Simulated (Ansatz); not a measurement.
Si2H4S2⁻, that is cyclo-(H2SiS)2 with one electron more. Total charge -1; doublet. Geometry PBE0-D4/def2-SVP, that of the neutral singlet; atoms count from 1.

```xyz
8

Si    1.2790   -0.5057    0.2740
H     2.3896   -0.6301   -0.7115
H     1.7439   -1.0038    1.5991
S    -0.5122   -1.5062   -0.3880
Si   -1.2790    0.5054   -0.2743
H    -1.7464    1.0047   -1.5981
H    -2.3877    0.6293    0.7135
S     0.5128    1.5063    0.3855
```

The highest occupied level of the charge -1 doublet lies above zero (up to 1.51 eV). By energy differences it is unbound by 0.16 eV (vertical, to the charge 0 singlet, at PBE0-D4/def2-TZVPD) and held by the finite basis.

**Question.** Estimate the Mulliken populations from the PBE0/def2-TZVPD orbitals of Ansatz.

**Answer.** 
```csv
atom,charge (e),spin (α − β)
Si1,0.05,0.47
H2,-0.04,-0.02
H3,-0.04,-0.02
S4,-0.46,0.06
Si5,0.05,0.47
H6,-0.04,-0.02
H7,-0.04,-0.02
S8,-0.46,0.06
```
Mulliken values and Mayer orders depend strongly on the basis. With diffuse functions, as here, like atoms can get unlike values, and bond orders can come out too low or too high.

**Question.** Where does the spin sit?

**Answer.** Summed by element: Si 0.94, H -0.06, S 0.12, of 1 unpaired in all. Largest on single atoms: Si5 0.47, Si1 0.47, S8 0.06.

**Question.** And the Mayer bond orders between bonded heavy atoms (over 0.3)?

**Answer.** Si1–S4 1.03 (2.16 Å); Si1–S8 1.03 (2.16 Å); S4–Si5 1.03 (2.16 Å); Si5–S8 1.03 (2.16 Å).
